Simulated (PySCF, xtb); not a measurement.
CH₆O₂Si₂, SMILES O=CO[SiH2][SiH3].

GFN2-xTB run with xtb 6.7.1 at its own geometry gives an orbital gap of 3.37 eV and a dipole moment of 1.47 D.

Geometry: PBE0-D3(BJ)/def2-SVP. This is a generated structure with no PubChem entry under its InChIKey; it may be hypothetical. One conformer was computed; it need not be the lowest.

**Question.** What does B3LYP/def2-TZVP in PySCF give? (An estimate is asked for; the answer gives what the named calculation found.)

**Answer.** gap 7.42 eV (levels -8.06 and -0.64 eV), dipole 1.44 D.
